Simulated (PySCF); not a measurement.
## Steps of a relaxation of [Tl(SH)2]+

[Tl(SH)2]+ (singlet; a saddle point, relaxed within its symmetry). PySCF 2.14.0, RKS PBE, Tl def2-SVP with ECP60, S def2-SVP, H def2-SVP; non-relativistic Hamiltonian with scalar-relativistic core potentials where named; density fitting; no spin-orbit coupling. Origin of the start: template. Columns: position (Å) and force (eV/Å). Energies are counted from the last step; some of the 7 steps are shown. Forces carry noise of the integration grid, about 0.01 to 0.03 eV/Å.

Run from Python with OMP_NUM_THREADS=2. Where DIIS fails, smearing, a level shift and second-order steps follow.
It took 13 s on 2 threads of AMD EPYC 7B13 (Zen 3) (shared host), from the converged density of the start.

```xyz
5
step 0  E = 0.221 eV
Tl    0.0000    0.0000    0.0000     0.00    0.00    0.00
S     0.0000    0.0000    2.4985     0.00   -1.12   -0.34
H     0.0000    1.3000    2.8285     0.00    0.87   -0.25
S     0.0000    0.0000   -2.4985     0.00    1.12    0.34
H     0.0000   -1.3000   -2.8285     0.00   -0.87    0.25
```

```xyz
5
step 2  E = 0.019 eV
Tl    0.0000    0.0000    0.0000     0.00    0.00    0.00
S     0.0000   -0.1044    2.4375     0.00    0.42   -0.01
H     0.0000    1.2807    2.5866     0.00   -0.47   -0.15
S     0.0000    0.1044   -2.4375     0.00   -0.42    0.01
H     0.0000   -1.2807   -2.5866     0.00    0.47    0.15
```

```xyz
5
step 4  E = 0.000 eV
Tl    0.0000    0.0000    0.0000     0.00    0.00    0.00
S     0.0000   -0.1121    2.4164     0.00    0.01    0.06
H     0.0000    1.2565    2.5215     0.00   -0.02   -0.02
S     0.0000    0.1121   -2.4164     0.00   -0.01   -0.06
H     0.0000   -1.2565   -2.5215     0.00    0.02    0.02
```

Problem. Where does the relaxation end?

Solution. It converges at step 6 in C2h:
```xyz
5
step 6  E = 0
Tl    0.0000    0.0000    0.0000
S     0.0000   -0.1136    2.4211
H     0.0000    1.2548    2.5156
S     0.0000    0.1136   -2.4211
H     0.0000   -1.2548   -2.5156
```

Problem. How did the contacts change?

Solution. 
```
    contact  start (Å)  end (Å)
Tl1–S2 (SH)      2.498    2.424
Tl1–S4 (SH)      2.498    2.424
```
